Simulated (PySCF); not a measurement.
Zinc: highly charged ions in a basis for the neutral atom

Zn¹⁴⁺ [Ne] 3s2 3p4, Zn¹⁵⁺ [Ne] 3s2 3p3. All numbers are calculated (PySCF 2.14, the non-relativistic Hamiltonian (point nucleus), in def2-SVP (5s3p2d1f, 31 functions)). No spin-orbit coupling, so a gap to NIST mixes the basis error with missing relativistic terms.

Changed run: basis of the neutral atom used for a highly charged ion. This setting is unsound on purpose.

```
species  method  sound run (hartree)  changed run (hartree)  converged
  Zn¹⁴⁺     UHF              not run            -1682.07786        yes
  Zn¹⁴⁺  M06-2X              not run            -1682.80887        yes
  Zn¹⁴⁺    BP86              not run            -1682.88029        yes
  Zn¹⁵⁺     UHF              not run            -1664.24496        yes
  Zn¹⁵⁺  M06-2X              not run            -1664.89909        yes
  Zn¹⁵⁺    BP86              not run            -1664.96026        yes
```

Ionisation energy of Zn¹⁴⁺:

```
method  changed run (eV)    NIST (eV)
   UHF            485.26  490.6 ± 0.6
M06-2X            487.35  490.6 ± 0.6
  BP86            487.63  490.6 ± 0.6
```

The contracted functions were made for the neutral atom and can be too rigid for a highly charged ion.
